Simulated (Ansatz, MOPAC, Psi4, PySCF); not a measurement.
Molecule: hydroxy(trisilyl)silane, H$_{10}$Si$_{4}$O (charge 0, singlet). SMILES: O[Si]([SiH3])([SiH3])[SiH3]
Geometry from a B3LYP-D3(BJ)/def2-TZVP (Ansatz, a program for electronic structure) optimisation:
```xyz
15

O     -0.2888    -0.1770     2.0109
Si    -0.0599    -0.0316     0.3602
Si     2.2573    -0.0171     0.0097
Si    -0.9936     1.9605    -0.4772
Si    -1.0209    -1.8310    -0.8148
H     -1.1926    -0.1995     2.3369
H      2.8793    -1.2764     0.4850
H      2.8966     1.1295     0.6992
H      2.4967     0.1112    -1.4498
H     -2.4470     2.0198    -0.1721
H     -0.3460     3.1569     0.1152
H     -0.8227     2.0047    -1.9509
H     -0.8487    -1.6165    -2.2734
H     -0.3911    -3.1223    -0.4440
H     -2.4753    -1.9226    -0.5232
```
Charge 0, spin multiplicity 1.

Wanted: size of the dipole moment, in D. Terms: 6-311+G** with 5d, 6d on Na to Ar in Ansatz; PM7 with its own dispersion and hydrogen-bond terms; no spin-orbit coupling; non-relativistic; no dispersion term unless named; six Cartesian d functions in 6-31G* and its kin unless marked 5d. Ab initio and DFT rows: single points at B3LYP-D3(BJ) geometries (Ansatz). Semi-empirical rows: dipoles at the shared geometry.

| level | program | size of the dipole moment (D) |
|---|---|---|
| PM6 | MOPAC | 1.20 |
| PM7 | MOPAC | 1.40 |
| MNDO | MOPAC | 1.75 |
| PBE/3-21G | Ansatz | 1.23 |
| PBE/def2-SVP | Ansatz | 1.11 |
| BLYP/6-31G* | Ansatz | 1.14 |
| BP86/6-31G* (5d) | PySCF | 1.14 |
| B3LYP/6-31G** | Ansatz | 1.12 |
| B3LYP/6-311+G** | Ansatz | 1.11 |
| M06-2X/6-31G* (5d) | PySCF | 1.15 |
| M06-2X/6-311+G** | PySCF | 1.14 |
| wB97X-D/6-31G* | Psi4 | 1.15 |
| wB97X-D/6-311+G** | Psi4 | 1.14 |

No value to compare with is used here. The 13 habitual levels span 1.11 (PBE/def2-SVP) to 1.75 D (MNDO).

The levels are drawn from those run, B3LYP/6-31G* more often than the rest, none by its result; left out are runs that failed, that the program found above a lower state of the same kind, or whose <S^2> lies over 0.5 above the pure value.
